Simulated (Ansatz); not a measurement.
Cost and result up the ladder for Al12P12, a nanocrystal cut from wurtzite AlP (bare) (24 atoms). Charge 0, multiplicity 1. Geometry: r2SCAN-D4/def2-SVP.

```xyz
24

P     3.3619    2.8540   -0.5640
Al    1.4508    3.0076   -1.8445
Al    2.3507    0.6455   -0.4476
P     1.0922    0.8144   -2.5201
P     2.1932   -1.7707   -0.5108
Al    0.3090   -1.4189   -2.0070
Al    0.9011   -3.6922   -0.3280
P    -0.2109   -3.7700   -2.3460
P    -0.6551    3.9397   -1.9513
Al   -1.0383    1.5619   -1.6172
P    -1.9924   -0.6371   -1.9576
Al   -2.0970   -2.8801   -1.3633
Al    2.0969    2.8809    1.3632
P     1.9928    0.6377    1.9568
Al    1.0390   -1.5632    1.6183
P     0.6534   -3.9413    1.9505
P     0.2104    3.7706    2.3454
Al   -0.9016    3.6919    0.3275
Al   -0.3088    1.4190    2.0073
P    -2.1932    1.7702    0.5124
P    -1.0902   -0.8151    2.5208
Al   -2.3496   -0.6450    0.4475
Al   -1.4516   -3.0074    1.8440
P    -3.3626   -2.8523    0.5636
```

Ansatz on 2 threads of AMD EPYC 7R13 on a shared host and a share (18 GiB) of an NVIDIA H100 80GB HBM3. Times are rough, and most runs start from the orbitals of an earlier one. No level here is sound enough to serve as a yardstick. Binding counts from free atoms at the same level (P quartet, Al doublet; other spins of the atoms weren't run), without zero-point energy or a counterpoise term.

B3LYP takes the VWN-RPA correlation. Correlated methods freeze 120 core orbitals. The rows differ in basis, and correlated rows in double-zeta sets carry the largest basis error. Single mean-field runs in def2-SVP, def2-TZVP are fitted with def2-universal-jkfit.

Correlated methods converge slowly with the basis, most of all in double-zeta sets.

```tsv
level	functions	wall time	binding energy per atom (eV)
HF/STO-3G	216	1.9 s	3.25
MP2/def2-SVP	432	3.7 s	3.14
HF/6-31G	312	3.9 s	1.10
B3LYP-D4/def2-SVP	432	4.5 s	3.33
PBE-D4/def2-SVP	432	4.7 s	3.61
B3LYP-D4/6-31G	312	5.5 s	2.70
LDA (SPW92)/def2-SVP (with forces)	432	5.5 s	4.08
CAM-B3LYP-D4/def2-SVP	432	6 s	3.25
RPA@PBE/def2-SVP	432	6.5 s	2.86
PBE-D4/def2-TZVP	888	7 s	3.62
r2SCAN-D4/def2-SVP	432	7.5 s	3.52
PBE0-D4/def2-SVP (with forces)	432	8.5 s	3.54
PBE0-D4/def2-TZVP	888	11 s	3.56
```
